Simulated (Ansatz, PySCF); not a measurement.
This Ansatz (an electronic-structure program) input computes a BLYP/def2-TZVPD energy:

Ansatz 0.2 input:
```yaml
crystal:
  periodic: [false, false, false]
  atoms:
    - {symbol: Si, position_ang: [-0.80398641, 0.00662666, -0.04646328]}
    - {symbol: F, position_ang: [-1.33187058, 1.46834700, -0.29064071]}
    - {symbol: F, position_ang: [-1.43957960, -0.53267740, 1.28773427]}
    - {symbol: F, position_ang: [-1.29699416, -0.90213644, -1.23221353]}
    - {symbol: Br, position_ang: [1.36776597, -0.01127348, 0.07904473]}
basis:
  gaussian:
    orbitals: def2-TZVPD
hamiltonian:
  xc: {name: BLYP}
output: {forces: true}
```

Task: Write an input for the same energy in PySCF and say what it gives.

Result: 
```python
from pyscf import gto, scf, dft

mol = gto.M(
    atom='''
    Si   -0.80398641    0.00662666   -0.04646328
    F    -1.33187058    1.46834700   -0.29064071
    F    -1.43957960   -0.53267740    1.28773427
    F    -1.29699416   -0.90213644   -1.23221353
    Br    1.36776597   -0.01127348    0.07904473
    ''',
    basis='def2-tzvpd',
    charge=0,
    spin=0,
    verbose=4,
)

mf = dft.RKS(mol, xc='blyp').density_fit(auxbasis='def2-universal-jkfit')
mf.grids.level = 3
mf.conv_tol = 1e-9
mf.max_cycle = 100
mf.max_memory = 1500
mf.kernel()
if not mf.converged:
    mf = mf.newton()
    mf.kernel(mf.make_rdm1())
mf.analyze()
```
It gives -3163.58919 Eh, and Ansatz -3163.58910 Eh, a difference of 0.09 mEh, from the treatment of integrals and grids.
